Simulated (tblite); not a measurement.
Parent: `[SiH3:1][Si:2]1([SiH3:3])[SiH2:4][CH2:5][S:6]1`, CH10SSi4.

The geometries are computed with GFN2-xTB (gas phase). One conformer each, not checked by frequencies here.

```csv
coordinate of the parent,value
Si1–Si2,2.342 Å
Si2–Si3,2.343 Å
Si2–Si4,2.358 Å
Si4–C5,1.917 Å
C5–S6,1.835 Å
Si2–S6,2.222 Å
Si1–Si2–Si3,115.6°
Si1–Si2–Si4,117.9°
Si1–Si2–S6,108.7°
Si3–Si2–Si4,118.5°
Si3–Si2–S6,108.5°
Si4–Si2–S6,80.9°
Si2–Si4–C5,84.2°
Si4–C5–S6,104.8°
Si2–S6–C5,90.1°
```

Q: How does the shared frame change in `[CH:1]#[C:2][SiH2:3][Si@:4]1([SiH3:5])[SiH2:6][CH2:7][S:8]1` with C2–Si3–Si4–Si5 64°, C3H10SSi4? Atoms pair as Si1 = Si5, Si2 = Si4, Si3 = Si3, Si4 = Si6, C5 = C7, S6 = S8 (parent first).

A: 
```
     parent     relative  value in the relative  change
    Si1–Si2      Si5–Si4                2.340 Å  -0.002
    Si2–Si3      Si4–Si3                2.351 Å  +0.008
    Si2–Si4      Si4–Si6                2.356 Å  -0.002
     Si4–C5       Si6–C7                1.918 Å  +0.001
      C5–S6        C7–S8                1.834 Å  -0.001
     Si2–S6       Si4–S8                2.223 Å  +0.001
Si1–Si2–Si3  Si5–Si4–Si3                 115.7°    +0.1
Si1–Si2–Si4  Si5–Si4–Si6                 118.9°    +1.0
 Si1–Si2–S6   Si5–Si4–S8                 109.4°    +0.7
Si3–Si2–Si4  Si3–Si4–Si6                 117.2°    -1.3
 Si3–Si2–S6   Si3–Si4–S8                 107.8°    -0.7
 Si4–Si2–S6   Si6–Si4–S8                  81.0°    +0.1
 Si2–Si4–C5   Si4–Si6–C7                  84.0°    -0.2
  Si4–C5–S6    Si6–C7–S8                 105.0°    +0.2
  Si2–S6–C5    Si4–S8–C7                  89.9°    -0.2
```

Of the parent's bonds, Si2–Si3 changes most (+0.008 Å). Bonds of the relative outside the shared frame: C1≡C2 1.202, C2–Si3 1.850 Å.

Q: How does the shared frame change in `[NH2:1][SiH2:2][Si@@:3]1([SiH3:4])[SiH2:5][CH2:6][S:7]1` with H–N1–Si2–Si3 -58° and 167°, N1–Si2–Si3–Si4 -52°, CH11NSSi4? Atoms pair as Si1 = Si2, Si2 = Si3, Si3 = Si4, Si4 = Si5, C5 = C6, S6 = S7 (parent first).

A: 
```
     parent     relative  value in the relative  change
    Si1–Si2      Si2–Si3                2.330 Å  -0.012
    Si2–Si3      Si3–Si4                2.347 Å  +0.004
    Si2–Si4      Si3–Si5                2.362 Å  +0.004
     Si4–C5       Si5–C6                1.915 Å  -0.002
      C5–S6        C6–S7                1.834 Å  -0.001
     Si2–S6       Si3–S7                2.218 Å  -0.004
Si1–Si2–Si3  Si2–Si3–Si4                 117.2°    +1.6
Si1–Si2–Si4  Si2–Si3–Si5                 118.7°    +0.8
 Si1–Si2–S6   Si2–Si3–S7                 108.9°    +0.2
Si3–Si2–Si4  Si4–Si3–Si5                 115.9°    -2.6
 Si3–Si2–S6   Si4–Si3–S7                 108.1°    -0.4
 Si4–Si2–S6   Si5–Si3–S7                  80.9°     0.0
 Si2–Si4–C5   Si3–Si5–C6                  84.0°    -0.2
  Si4–C5–S6    Si5–C6–S7                 104.9°    +0.1
  Si2–S6–C5    Si3–S7–C6                  90.1°     0.0
```

Of the parent's bonds, Si1–Si2 changes most (-0.012 Å). Bonds of the relative outside the shared frame: N1–Si2 1.729 Å.

Q: How does the shared frame change in `[CH3:1][O:2][SiH2:3][Si@@:4]1([SiH3:5])[SiH2:6][CH2:7][S:8]1` with C1–O2–Si3–Si4 180°, O2–Si3–Si4–Si5 -46°, Si3–Si4–Si6–C7 113°, Si4–Si6–C7–S8 -7°, Si6–C7–S8–Si4 8°, Si3–Si4–S8–C7 -124°, C2H12OSSi4? Atoms pair as Si1 = Si3, Si2 = Si4, Si3 = Si5, Si4 = Si6, C5 = C7, S6 = S8 (parent first).

A: 
| parent | relative | value in the relative | change |
| --- | --- | --- | --- |
| Si1–Si2 | Si3–Si4 | 2.305 Å | -0.037 |
| Si2–Si3 | Si4–Si5 | 2.359 Å | +0.016 |
| Si2–Si4 | Si4–Si6 | 2.364 Å | +0.006 |
| Si4–C5 | Si6–C7 | 1.917 Å | 0.000 |
| C5–S6 | C7–S8 | 1.834 Å | -0.001 |
| Si2–S6 | Si4–S8 | 2.214 Å | -0.008 |
| Si1–Si2–Si3 | Si3–Si4–Si5 | 115.6° | 0.0 |
| Si1–Si2–Si4 | Si3–Si4–Si6 | 119.7° | +1.8 |
| Si1–Si2–S6 | Si3–Si4–S8 | 109.5° | +0.8 |
| Si3–Si2–Si4 | Si5–Si4–Si6 | 115.6° | -2.9 |
| Si3–Si2–S6 | Si5–Si4–S8 | 109.2° | +0.7 |
| Si4–Si2–S6 | Si6–Si4–S8 | 80.9° | 0.0 |
| Si2–Si4–C5 | Si4–Si6–C7 | 83.6° | -0.6 |
| Si4–C5–S6 | Si6–C7–S8 | 104.8° | 0.0 |
| Si2–S6–C5 | Si4–S8–C7 | 89.9° | -0.2 |

Of the parent's bonds, Si1–Si2 changes most (-0.037 Å). Bonds of the relative outside the shared frame: C1–O2 1.392, O2–Si3 1.629 Å.

Q: How does the shared frame change in `[O:1]=[CH:2][SiH2:3][Si@:4]1([SiH3:5])[SiH2:6][CH2:7][S:8]1` with O1–C2–Si3–Si4 4°, C2–Si3–Si4–Si5 67°, C2H10OSSi4? Atoms pair as Si1 = Si3, Si2 = Si4, Si3 = Si5, Si4 = Si6, C5 = C7, S6 = S8 (parent first).

A: 
```csv
parent,relative,value in the relative,change
Si1–Si2,Si3–Si4,2.341 Å,-0.001
Si2–Si3,Si4–Si5,2.356 Å,+0.013
Si2–Si4,Si4–Si6,2.362 Å,+0.004
Si4–C5,Si6–C7,1.920 Å,+0.003
C5–S6,C7–S8,1.834 Å,-0.001
Si2–S6,Si4–S8,2.234 Å,+0.012
Si1–Si2–Si3,Si3–Si4–Si5,114.6°,-1.0
Si1–Si2–Si4,Si3–Si4–Si6,117.2°,-0.7
Si1–Si2–S6,Si3–Si4–S8,109.1°,+0.4
Si3–Si2–Si4,Si5–Si4–Si6,120.6°,+2.1
Si3–Si2–S6,Si5–Si4–S8,107.8°,-0.7
Si4–Si2–S6,Si6–Si4–S8,80.9°,0.0
Si2–Si4–C5,Si4–Si6–C7,84.0°,-0.2
Si4–C5–S6,Si6–C7–S8,105.2°,+0.4
Si2–S6–C5,Si4–S8–C7,89.8°,-0.3
```

Of the parent's bonds, Si2–Si3 and Si2–S6 change most and about equally (+0.012 to +0.013 Å). Bonds of the relative outside the shared frame: O1=C2 1.212, C2–Si3 1.915 Å.
